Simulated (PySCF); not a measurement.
## Telling isomers of C₆H₁₄NP apart by NMR

- shieldings: GIAO PBE0/pcSseg-1
- structure optimised with GFN2-xTB
- run in PySCF
- one computed conformer, in vacuum, relativity neglected, averaged over atoms made equivalent by symmetry, fast rotation or ring inversion

Shifts are taken against calculated references (same method and geometry level): 1H and 13C against TMS. Splittings of carbon signals by F and P are missing where no couplings were computed. Where no couplings were computed, multiplicities follow the n + 1 count of equivalent neighbours, and m marks all less simple cases (inequivalent or close neighbours, rings, F or P nearby). Shifts are as computed. Against solution values, carbons near 30 ppm lie about +3 ppm off and those near 130 ppm about +5 ppm. Of 1211 compounds with measured shifts, 218 miss one by over three times the rms of a fit or turn the order of signals round; such compounds aren't used in these exercises. OH and NH positions are gas-phase values without hydrogen bonding to other molecules.

(1) Tabulate the signals of `C=C[P@@](C)(=N)C(C)C`, `CC(C)[P@@]1(=N)C[C@H]1C`, `CC(C)=PCN(C)C` and their relative energies.

(2) What is the quickest way to tell C=C[P@@](C)(=N)C(C)C from CC(C)[P@@]1(=N)C[C@H]1C?

(3) What is the quickest way to tell CC(C)[P@@]1(=N)C[C@H]1C from CC(C)=PCN(C)C?

(4) What is the quickest way to tell C=C[P@@](C)(=N)C(C)C from CC(C)=PCN(C)C?

## Answers

(1) 
```json
{"SMILES": "C=C[P@@](C)(=N)C(C)C", "carbon types": "2×CH 1×CH2 3×CH3", "δC": "143.1, 142.8, 39.5, 19.6, 17.4, 17.0", "δH": "6.72 (m, 1H), 6.57 (m, 1H), 6.53 (m, 1H), 1.55 (m, 1H), 1.46 (m, 3H), 1.09 (m, 3H), 1.03 (m, 3H), 0.29 (br s, 1H)", "E rel. (kcal/mol)": "0.0"}
{"SMILES": "CC(C)[P@@]1(=N)C[C@H]1C", "carbon types": "2×CH 1×CH2 3×CH3", "δC": "34.7, 23.9, 21.4, 21.0, 20.3, 17.7", "δH": "2.40 (m, 1H), 1.61 (m, 3H), 1.54 (m, 1H), 1.50 (m, 1H), 1.32 (m, 3H), 1.13 (m, 3H), 0.62 (m, 1H), -1.63 (br s, 1H)", "E rel. (kcal/mol)": "11.3"}
{"SMILES": "CC(C)=PCN(C)C", "carbon types": "1×C 1×CH2 4×CH3", "δC": "212.2, 66.3, 48.4, 34.5, 27.6", "δH": "2.79 (m, 2H), 2.47 (m, 3H), 2.34 (s, 6H), 2.33 (m, 3H)", "E rel. (kcal/mol)": "7.1"}
```

Energies are electronic energies at PBE0/pcSseg-1 on these geometries, without zero-point or thermal terms, each for the one conformer computed, which needn't be the lowest.

(2) Both give the same number of carbon signals, with the same numbers of each carbon type, so the positions decide. The first has an alkene CH at 143.1 ppm, the second a three-membered-ring carbon (CH2) at 20.3 ppm. Their most deshielded carbons lie at 143.1 and 34.7 ppm. In the proton spectra the most deshielded non-exchanging signals are 6.72 (m, 1H) and 2.40 (m, 1H).

(3) Count the carbon signals: 6 against 5. The first has an sp3 CH bonded to P at 34.7 ppm, the second a carbon double-bonded to a heavier main-group atom (C) at 212.2 ppm.

(4) Count the carbon signals: 6 against 5. The first has an alkene CH at 143.1 ppm, the second a carbon double-bonded to a heavier main-group atom (C) at 212.2 ppm. In the proton spectra the most deshielded non-exchanging signals are 6.72 (m, 1H) and 2.79 (m, 2H).
